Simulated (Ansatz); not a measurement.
Compare A (`C[BH-](C)[SH2+]`) with its isomer B (`[BH3-][S+](C)C`).

Computed with Ansatz on PBE0-D4/def2-TZVP structures; ΔE is electronic, products minus reactants. CBS: MP2 limit from def2 TZ/QZ plus the TZ coupled-cluster correction, frozen cores. DFT in def2-TZVPP. B3LYP here is the variant with VWN-RPA as its local correlation; programs differ in this. Each species was taken in one conformer, which may not be the lowest.

Task: Which is lower in electronic energy at CCSD(T)/CBS, and by how much? (An estimate is asked.)

Result: Ansatz gave: A, by 5.7 kcal/mol.

Task: Give E(B) − E(A) in kcal/mol with CCSD(T)/def2-SVP, CCSD/def2-TZVPP, ωB97M-V, MP2/def2-TZVPP, BLYP-D4, B2PLYP, B3LYP-D4. (An estimate is asked.)

Result: Ansatz gave: CCSD(T)/def2-SVP 12.0, CCSD/def2-TZVPP 7.1, ωB97M-V 5.6, MP2/def2-TZVPP 6.0, BLYP-D4 5.1, B2PLYP 5.6, B3LYP-D4 5.3. None reverses the order clearly.

Task: Does the order hold for the free energy at 298.15 K (harmonic terms from PBE0-D4)? (Best estimate.)

Result: Computed: Yes: G(B) − G(A) = +7.4 kcal/mol, for one conformer each.

Largest T1 diagnostic: 0.010.

Leaving LDA and LC-ωPBE aside and taking each functional with its dispersion term where it has one, the values, not all of them listed here, spread over 1.7 kcal/mol, from revPBE-D4 to B97M-V. At CCSD(T), def2-SVP lies +6.4 kcal/mol from the extrapolated value and def2-TZVPP +1.0 kcal/mol.
